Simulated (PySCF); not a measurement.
CH11NOSi3, SMILES N[SiH2]O[Si@@H](C)[SiH3].

Geometry optimised at B3LYP-D3(BJ)/def2-SVP. The structure was generated by enumeration; whether it is a known compound was not checked. One conformer was computed; it need not be the lowest.

The numbers are results of B3LYP-D3(BJ)/def2-SVP (PySCF), not measurements.

Frequencies are harmonic and unscaled.

| mode | ν (cm⁻¹) | IR (km/mol) | moving atoms (share of kinetic energy) |
|---|---|---|---|
| 1 | 30 | 2.1 | N 36 %, H 36 %, Si 21 % |
| 2 | 32 | 0.5 | O 46 %, H 23 %, C 17 %, Si 11 % |
| 3 | 96 | 4.0 | N 46 %, Si 32 %, O 11 %, H 10 % |
| 4 | 141 | 3.1 | Si 36 %, H 30 %, C 28 % |
| 5 | 159 | 1.1 | H 88 %, Si 9 % |
| 6 | 171 | 10.4 | Si 41 %, H 31 %, N 14 %, C 10 % |
| 7 | 204 | 0.3 | H 95 % |
| 8 | 228 | 10.8 | H 33 %, Si 28 %, O 22 %, C 16 % |
| 9 | 266 | 19.0 | H 96 % |
| 10 | 302 | 281.1 | H 93 % |
| 11 | 354 | 35.6 | O 38 %, N 27 %, Si 25 %, H 10 % |
| 12 | 399 | 1.2 | Si 71 %, H 21 % |
| 13 | 484 | 14.2 | H 84 %, Si 15 % |
| 14 | 525 | 26.1 | H 75 %, Si 19 % |
| 15 | 554 | 21.4 | H 87 %, Si 10 % |
| 16 | 585 | 12.7 | Si 50 %, H 21 %, O 20 % |
| 17 | 675 | 2.7 | H 67 %, C 19 %, Si 12 % |
| 18 | 722 | 46.7 | H 47 %, Si 30 %, C 22 % |
| 19 | 764 | 31.8 | H 71 %, C 17 %, Si 10 % |
| 20 | 800 | 38.2 | H 88 % |
| 21 | 819 | 248.6 | H 68 %, Si 18 % |
| 22 | 853 | 122.4 | N 42 %, H 37 %, Si 18 % |
| 23 | 888 | 59.6 | H 78 %, N 15 % |
| 24 | 889 | 191.2 | H 83 %, Si 8 % |
| 25 | 914 | 34.5 | H 82 %, Si 11 % |
| 26 | 944 | 181.1 | H 91 % |
| 27 | 953 | 122.7 | H 87 %, Si 11 % |
| 28 | 956 | 45.5 | H 97 % |
| 29 | 964 | 268.4 | H 77 %, Si 17 % |
| 30 | 1066 | 374.6 | O 72 %, Si 16 %, H 12 % |
| 31 | 1269 | 22.9 | H 78 %, C 21 % |
| 32 | 1428 | 3.0 | H 96 % |
| 33 | 1435 | 4.2 | H 96 % |
| 34 | 1540 | 38.1 | H 89 %, N 11 % |
| 35 | 2184 | 94.6 | H 97 % |
| 36 | 2192 | 119.4 | H 97 % |
| 37 | 2198 | 103.7 | H 97 % |
| 38 | 2206 | 141.0 | H 96 % |
| 39 | 2247 | 165.2 | H 96 % |
| 40 | 2255 | 135.9 | H 97 % |
| 41 | 3028 | 3.0 | H 97 % |
| 42 | 3121 | 4.9 | H 91 %, C 9 % |
| 43 | 3125 | 4.0 | H 91 %, C 9 % |
| 44 | 3587 | 26.3 | H 96 % |
| 45 | 3681 | 31.5 | H 91 %, N 9 % |
